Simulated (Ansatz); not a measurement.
Cost and result for the atomization energy of CH5ClInN (`C[NH][InH][Cl]`) (9 atoms, 8 bonds).

```csv
atom,x (Å),y (Å),z (Å)
C1,-0.876,-0.236,-0.970
N2,0.483,0.002,-0.539
In3,1.105,0.311,1.324
Cl4,-0.743,0.224,2.758
H5,-0.990,-1.210,-1.462
H6,-1.547,-0.227,-0.109
H7,-1.230,0.534,-1.667
H8,1.151,0.004,-1.293
H9,2.647,0.598,1.956
```

The species carries charge 0 and has multiplicity 1. Correlated methods include outer-core shells of In, which these sets cover unevenly. In: def2 effective core potential. The structure was optimised at the PBE0-D4/def2-TZVP level. It is one conformer, not always the lowest. Program: Ansatz. All runs use 4 threads of an Intel Xeon 6975P-C on a shared host. Times are those of one run each, without the atoms' runs, and a repeat can differ threefold. Electronic energies, without spin–orbit coupling; frozen cores. CCSD(T)/CBS adds CCSD(T) − MP2 in def2-TZVPP to the MP2 limit, and its time is that of the two runs behind it. T1 = 0.015. With those shells the extrapolation isn't a true limit. HSE06 is the plane-wave form, built on full-range PBE exchange.

CCSD(T)/CBS is a level of theory with its own doubt, some kJ/mol a heavy atom from the limit and from the frozen cores, so smaller differences don't rank the functionals.

```csv
level,functions,wall time
revPBE-D4/def2-TZVPP,224,0.95 s
BLYP-D4/def2-TZVPP,224,1 s
PBE0-D4/def2-TZVPP,224,1.4 s
HSE06-D4/def2-TZVPP,224,1.7 s
CAM-B3LYP-D4/def2-TZVPP,224,1.7 s
r2SCAN-D4/def2-TZVPP (with forces),224,1.9 s
CCSD(T)/def2-SVP,97,2.1 s
B2PLYP/def2-TZVPP,224,2.5 s
PBE-QIDH/def2-TZVPP,224,2.5 s
ωB97X-V/def2-TZVPP,224,3.4 s
MP2/def2-QZVPP,416,9 s
CCSD(T)/def2-TZVPP,224,30 s
CCSD(T)/CBS(def2),–,39 s
```

What atomization energy does each give, and how far from CCSD(T)/CBS? (Estimate.)

Ansatz gave: 
| level | atomization (kJ/mol) | difference from CCSD(T)/CBS | per bond |
| --- | --- | --- | --- |
| revPBE-D4/def2-TZVPP | 2777.4 | -48.5 | -6.1 |
| BLYP-D4/def2-TZVPP | 2789.6 | -36.3 | -4.5 |
| PBE0-D4/def2-TZVPP | 2808.2 | -17.7 | -2.2 |
| HSE06-D4/def2-TZVPP | 2809.9 | -16.0 | -2.0 |
| CAM-B3LYP-D4/def2-TZVPP | 2821.3 | -4.6 | -0.6 |
| r2SCAN-D4/def2-TZVPP (with forces) | 2808.9 | -17.0 | -2.1 |
| CCSD(T)/def2-SVP | 2629.5 | -196.4 | -24.5 |
| B2PLYP/def2-TZVPP | 2769.5 | -56.4 | -7.1 |
| PBE-QIDH/def2-TZVPP | 2788.5 | -37.4 | -4.7 |
| ωB97X-V/def2-TZVPP | 2834.3 | 8.4 | 1.1 |
| MP2/def2-QZVPP | 2814.2 | -11.7 | -1.5 |
| CCSD(T)/def2-TZVPP | 2738.7 | -87.2 | -10.9 |
| CCSD(T)/CBS(def2) | 2825.9 | 0.0 | 0.0 |

At CCSD(T), def2-SVP lies −196.3 kJ/mol from the extrapolated value and def2-TZVPP −87.1 kJ/mol: correlation converges slowly with the basis, and small sets miss more of it in the bonded molecule than in its fragments. Leaving LDA and LC-ωPBE aside and taking each functional with its dispersion term where it has one, the values, not all of them listed here, spread over 128.2 kJ/mol, from BHLYP-D4 to PBE-D4. LDA lies +391.7 kJ/mol from PBE without D4, its usual overbinding. The D4 term adds +28.9 kJ/mol with B3LYP and +15.3 kJ/mol with PBE0; it sums over pairs of atoms, weighted by their polarisabilities, and B3LYP, whose exchange is more repulsive, gets the larger term.

B3LYP here is the variant with VWN-RPA as its local correlation; programs differ in this.

Spin–orbit coupling would lower the free In atoms strongly, and the atomization energy with them, by more than many differences here.
